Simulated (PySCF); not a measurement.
Ge(H)3(OH) (GeH4O), SMILES [OH][GeH3]. The structure is a stationary point at PBE0-D3(BJ)/def2-TZVP.

TDDFT-M06-2X/def2-TZVPD (PySCF 2.14.0) puts the lowest singlet excitations at 6.86, 7.83, 8.14, 8.59, 8.68, 8.78 eV.

Problem. What are the lowest excitation roots from ADC(2)/aug-cc-pVDZ in PySCF? (Estimate from the structure and the level; the computed values follow.)

Solution. 6.35, 7.57, 7.64, 8.01, 8.29, 8.33 eV. S1 differs by -0.50 eV (second minus first; roots are paired by order, and the bases may differ).
